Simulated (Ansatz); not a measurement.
Job for Ansatz (a first-principles code): R-RI-MP2/cc-pVQZ on CH5BBrN (SMILES CB(N)Br), a point of a torsion scan. Files ending in .json are basis or fitting sets from the Basis Set Exchange. The run froze 17 orbitals, filled d shells among them.

Ansatz 0.2 input:
```yaml
crystal:
  periodic: [false, false, false]
  atoms:
    - {symbol: C, position_ang: [-1.14143609, 0.14633784, -0.33209935]}
    - {symbol: B, position_ang: [0.16991912, -0.12116968, 0.50916389]}
    - {symbol: N, position_ang: [0.13851622, -0.51836664, 1.83224578]}
    - {symbol: Br, position_ang: [1.88461179, 0.08465645, -0.29518392]}
    - {symbol: H, position_ang: [-1.37407665, -0.71556400, -0.95931550]}
    - {symbol: H, position_ang: [-1.03287001, 0.99562912, -1.00487891]}
    - {symbol: H, position_ang: [-2.01346297, 0.32560259, 0.29408560]}
    - {symbol: H, position_ang: [0.96437453, -0.70584745, 2.37872623]}
    - {symbol: H, position_ang: [-0.71151754, -0.65559122, 2.35210554]}
basis:
  gaussian:
    orbitals: cc-pVQZ
    fitting: {mean_field: def2-universal-JKFIT, correlation: cc-pVQZ-RIFIT.json}
magnetization: {spin_polarized: false}
correlation: {method: mp2, electrons: outside_noble_gas}
scf: {lower_state_search: off}
```

Program output:

```
WARN ansatz: RAYON_NUM_THREADS=1 ignored (pool sized by the plan → 1); use --threads N
Functional definition: HF
these checks for a lower state are left out or cut short: stability, starts, cluster_reference, orbital_swaps, neighbouring_geometries, increment
integrals: 0.65 GiB planned
583 factors; integrals over basis functions are off by at most 3.9e0 eV
mean field: 0.98 GiB planned
mean field evaluation 1: about -73264.0926 eV, gradient 3.9e1 eV
mean field evaluation 2: about -73266.8620 eV, gradient 1.9e1 eV
mean field evaluation 4: about -73267.5769 eV, gradient 1.0e0 eV
mean field -73267.58169585 eV, -2692.5339647721 hartree, gradient 9.7e-7 eV, S^2 0.000000; 0 other end points of the search recorded, 0 dependent functions left out
17 core orbitals not correlated
897 factors; their error is unknown
reference -73267.58169585 eV, -2692.5339647721 hartree; 12, 12 occupied and 354, 354 virtual orbitals, 897 factors
second order -19.14576016 eV of doubles, -0.00000000 eV of singles
Total energy: -73286.72745601 eV, -2693.2375584804 hartree
Checks for a lower state left out: stability, starts, cluster_reference, orbital_swaps, neighbouring_geometries, increment
```

The calculation finished and met its thresholds.

Cost: roughly 7 core-seconds.
